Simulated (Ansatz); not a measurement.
Level of theory: B3LYP-D3(BJ)/def2-TZVP (Ansatz, an electronic-structure program). No frequencies were computed at this level.

Ansatz 0.2 input:
```yaml
crystal:
  periodic: [false, false, false]
  atoms:
    - { symbol: C, position_ang: [-1.039292, -0.042078, 0.00956] }
    - { symbol: Al, position_ang: [0.933477, 0.044706, -0.015054] }
    - { symbol: I, position_ang: [2.318155, -2.064492, -0.017012] }
    - { symbol: I, position_ang: [2.143816, 2.258921, -0.029426] }
    - { symbol: H, position_ang: [-1.431251, -0.726027, -0.752514] }
    - { symbol: H, position_ang: [-1.500393, 0.937151, -0.164095] }
    - { symbol: H, position_ang: [-1.424511, -0.408182, 0.968541] }
basis:
  gaussian: { orbitals: def2-tzvp }
hamiltonian:
  xc: b3lyp
  dispersion: d3bj
relax:
  max_steps: 150
```

Output:

```
Functional definition: B3LYP
1393 factors; their error is unknown
mean field evaluation 1: about -23887.2597 eV, gradient 5.7e1 eV
mean field evaluation 2: about -23879.0339 eV, gradient 7.1e1 eV
mean field evaluation 4: about -23894.5761 eV, gradient 5.6e0 eV
mean field evaluation 8: about -23895.0914 eV, gradient 8.4e-1 eV
mean field evaluation 16: about -23895.0919 eV, gradient 2.3e-5 eV
mean field -23895.09193421 eV, -878.1284319070 hartree, gradient 2.3e-5 eV, S^2 0.000000; 0 other end points of the search recorded, 0 dependent functions left out
reference -23895.09219160 eV, -878.1284413662 hartree; 36, 36 occupied and 150, 150 virtual orbitals, 1393 factors
relax step   1: F+E_penalty+E_count = -23895.46630903 eV  Δ(F+E_penalty+E_count) = +0.000e0 eV  max|allowed force component| = 3.990e-1 eV/Å  Δτ_max = 0.0000 Å  (27 SCF iters, accepted)
these checks for a lower state are left out or cut short: starts, cluster_reference, orbital_swaps, neighbouring_geometries, increment
1393 factors; their error is unknown
mean field -23895.11051606 eV, -878.1291147777 hartree, gradient 1.0e-5 eV, S^2 0.000000; 0 other end points of the search recorded, 0 dependent functions left out
reference -23895.11077049 eV, -878.1291241278 hartree; 36, 36 occupied and 150, 150 virtual orbitals, 1393 factors
relax step   2: F+E_penalty+E_count = -23895.49841089 eV  Δ(F+E_penalty+E_count) = -3.210e-2 eV  max|allowed force component| = 3.762e-1 eV/Å  Δτ_max = 0.0761 Å  (30 SCF iters, accepted)
these checks for a lower state are left out or cut short: starts, cluster_reference, orbital_swaps, neighbouring_geometries, increment
1393 factors; their error is unknown
mean field -23895.12004189 eV, -878.1294648455 hartree, gradient 9.1e-6 eV, S^2 0.000000; 0 other end points of the search recorded, 0 dependent functions left out
reference -23895.12029633 eV, -878.1294741958 hartree; 36, 36 occupied and 150, 150 virtual orbitals, 1393 factors
relax step   3: F+E_penalty+E_count = -23895.50491199 eV  Δ(F+E_penalty+E_count) = -6.501e-3 eV  max|allowed force component| = 5.439e-2 eV/Å  Δτ_max = 0.0283 Å  (32 SCF iters, accepted)
these checks for a lower state are left out or cut short: starts, cluster_reference, orbital_swaps, neighbouring_geometries, increment
1393 factors; their error is unknown
mean field evaluation 32: about -23894.6800 eV, gradient 8.4e-1 eV
mean field -23895.11995388 eV, -878.1294616110 hartree, gradient 8.9e-6 eV, S^2 0.000000; 0 other end points of the search recorded, 0 dependent functions left out
reference -23895.12020821 eV, -878.1294709576 hartree; 36, 36 occupied and 150, 150 virtual orbitals, 1393 factors
relax step   4: F+E_penalty+E_count = -23895.50507743 eV  Δ(F+E_penalty+E_count) = -1.654e-4 eV  max|allowed force component| = 9.677e-3 eV/Å  Δτ_max = 0.0035 Å  (32 SCF iters, accepted)
1393 factors; their error is unknown
mean field -23895.11995388 eV, -878.1294616110 hartree, gradient 8.9e-6 eV, S^2 0.000000; 1 other end points of the search recorded, 0 dependent functions left out
reference -23895.12020821 eV, -878.1294709576 hartree; 36, 36 occupied and 150, 150 virtual orbitals, 1393 factors
Total energy: -23895.50533177 eV, -878.1436239871 hartree
Atom 0 at    -1.033186    -0.038280     0.005908 Å, force     0.002756     0.009677    -0.006360 eV/Å
Atom 1 at     0.903819     0.048487    -0.015022 Å, force    -0.004706     0.000781    -0.000537 eV/Å
Atom 2 at     2.268199    -2.023956    -0.014604 Å, force    -0.000562     0.000591     0.000649 eV/Å
Atom 3 at     2.112749     2.214927    -0.027565 Å, force     0.000449    -0.002161     0.000565 eV/Å
Atom 4 at    -1.393299    -0.731521    -0.757463 Å, force     0.000955    -0.000495     0.003404 eV/Å
Atom 5 at    -1.479450     0.942137    -0.164714 Å, force    -0.000190    -0.006391     0.002106 eV/Å
Atom 6 at    -1.378831    -0.411794     0.973460 Å, force     0.001298    -0.002001     0.000173 eV/Å
Dipole moment:    -0.347410    -0.011654     0.002401 e Å
```

Cost: roughly 60 core-seconds.
